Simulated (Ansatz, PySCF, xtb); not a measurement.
Noncovalent pair: H2S (SMILES S) (first 3 atoms) with GeH4 (SMILES [GeH4]); geometry from B3LYP-D3(BJ)/def2-TZVP, rigid monomers moved along the line of their centres of mass till S1···Ge4 is 5.41 Å.
(charge 0, multiplicity 1):
```tsv
atom	x (Å)	y (Å)	z (Å)
S	0.2669	1.8733	0.6899
H	-1.0639	1.8593	0.8654
H	0.2462	0.7260	-0.0072
Ge	-0.3321	-1.7429	4.6714
H	-1.1043	-0.4666	5.0321
H	1.1705	-1.4461	4.5980
H	-0.8237	-2.2742	3.3162
H	-0.5917	-2.8122	5.7474
```

Counterpoise-corrected where a basis set is named; no monomer relaxation. Rows marked so take none.

Correlated levels freeze the cores. Filled d and f shells under p-block atoms count as core. CBS: X⁻³ extrapolation of the correlation energy, Hartree–Fock from the larger set. Rows in 6-31G*, STO-3G carry no dispersion term and start afresh at each structure (6-31G* with six Cartesian d functions); the Pople sets are all-electron and without relativity. MP2/6-31G* freezes PySCF's default core, which leaves 3d correlated.

The values were computed with Ansatz (Gaussian orbitals); PySCF for 6-31G* rows, STO-3G rows, the dispersion terms; xtb for the GFN methods. Values without a source in brackets are computed.

```tsv
level	interaction energy (meV)
GFN-FF	-10.7
HF/STO-3G (no counterpoise)	-1.0
PBE-D3(BJ)/def2-TZVPPD	-16.5
r2SCAN-D3(BJ)/def2-TZVPPD	-13.9
M06-2X/6-31G* (no counterpoise)	-14.8
wB97M-V/def2-TZVPPD	-13.1
MP2/6-31G*	[?]
CCSD(T)/def2-SVPD	-12.3
CCSD(T)/CBS(def2-SVPD, def2-TZVPPD)	-12.3
```

Question: Some entries are withheld; supply them.

Answer: 
- MP2/6-31G*, interaction energy (meV): -5.8

Ansatz is an electronic-structure program.
